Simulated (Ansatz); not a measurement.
CH4OZn, singlet, at a GFN2-xTB geometry (such geometries of metal compounds can be far from the true shape). Base run: Ansatz (a quantum-chemistry and plane-wave program) with PBE0/6-31G.

The Ansatz input:
Ansatz 0.2 input:
```yaml
crystal:
  periodic: [false, false, false]
  atoms:
    - {symbol: Zn, position_ang: [-0.01725634, 0.01469602, 0.17610893]}
    - {symbol: C, position_ang: [-0.16999058, 1.58529776, -1.03868649]}
    - {symbol: H, position_ang: [-0.89438198, 2.31293583, -0.69757834]}
    - {symbol: H, position_ang: [-0.47857034, 1.23277719, -2.01677520]}
    - {symbol: H, position_ang: [0.78322230, 2.08823604, -1.14561464]}
    - {symbol: O, position_ang: [0.23277667, -1.66790958, 0.45013089]}
    - {symbol: H, position_ang: [0.26515014, -2.24333970, 1.20777220]}
basis:
  gaussian:
    orbitals: 6-31G
hamiltonian:
  xc: pbe0
```

The base run was repeated with changes; each row names its change, and settings that it needs were set with it.

| change | basis functions | E (Eh) |
|---|---|---|
| base | 55 | -1894.40579 |
| basis = cc-pVTZ-DK; relativity = spin-free X2C | 184 | -1911.40517 |
| basis = x2c-SVPall; relativity = spin-free X2C; nucleus = Gaussian | 84 | -1910.91528 |
| basis = x2c-SVPall; relativity = none | 84 | -1888.59720 |
| basis = cc-pVDZ-DK; relativity = spin-free X2C | 91 | -1911.35726 |
| basis = x2c-SVPall; relativity = spin-free X2C | 84 | -1910.92242 |
| basis = cc-pVDZ-DK; relativity = spin-free X2C; nucleus = Gaussian | 91 | -1911.34837 |
| basis = cc-pVDZ-DK; relativity = none | 91 | -1885.67292 |
| basis = cc-pVTZ-DK; relativity = spin-free X2C; nucleus = Gaussian | 184 | -1911.39628 |
| basis = cc-pVTZ-DK; relativity = none | 184 | -1885.75674 |

Total energies compare only within one method and basis.

Ansatz warned in this series: the basis is contracted for relativity, which the run leaves out.

Basis sets contracted for a relativistic Hamiltonian are a mismatch without it, so the rows without relativity aren't non-relativistic limits. No row has spin-orbit coupling; sets with core potentials leave out the core electrons.
